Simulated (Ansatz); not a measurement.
`C[CH](C)[SbH2]` and `CC(C)C#N` differ in one atom or group.

Ansatz, PBE0-D4/def2-TZVP geometries, multiplicity 1. 

Elements past krypton have def2 core potentials.  Spin–orbit coupling is left out; it splits and shifts lone-pair levels of the heavy atoms by tenths of an eV.

```csv
property,`C[CH](C)[SbH2]`
HOMO–LUMO gap (ωB97M-V/def2-TZVPP) / eV,10.25
zero-point energy (PBE0-D4/def2-TZVP) / kJ/mol,280.4
"ideal-gas entropy at 298 K and 1 bar (rigid rotor, harmonic PBE0-D4/def2-TZVP) / J/(mol·K)",344
HOMO energy (B3LYP/def2-TZVPP) / eV,-6.63
LUMO energy (PBE0/def2-TZVPP) / eV,-0.22
size of the dipole moment (ωB97M-V/def2-TZVPP) / D,0.94
```

What does the change do to each property? (An estimate is asked.)

Ansatz gave: 
| property | `CC(C)C#N` | shift |
| --- | --- | --- |
| HOMO–LUMO gap (ωB97M-V/def2-TZVPP) / eV | 13.61 | 3.36 |
| zero-point energy (PBE0-D4/def2-TZVP) / kJ/mol | 269.7 | -10.7 |
| ideal-gas entropy at 298 K and 1 bar (rigid rotor, harmonic PBE0-D4/def2-TZVP) / J/(mol·K) | 314 | -30 |
| HOMO energy (B3LYP/def2-TZVPP) / eV | -8.99 | -2.36 |
| LUMO energy (PBE0/def2-TZVPP) / eV | 0.52 | 0.74 |
| size of the dipole moment (ωB97M-V/def2-TZVPP) / D | 4.11 | 3.17 |

With PBE0 the HOMO falls by 2.43 eV and the LUMO rises by 0.74 eV, so the gap widens by about 3.17 eV. PBE moves the HOMO by -2.08 eV and ωB97M-V by -2.68 eV. The zero-point energy changes by -10.7 kJ/mol with -3 modes. Dipoles are sizes alone; their direction can turn.

B3LYP here is the variant with VWN-RPA as its local correlation; programs differ in this.
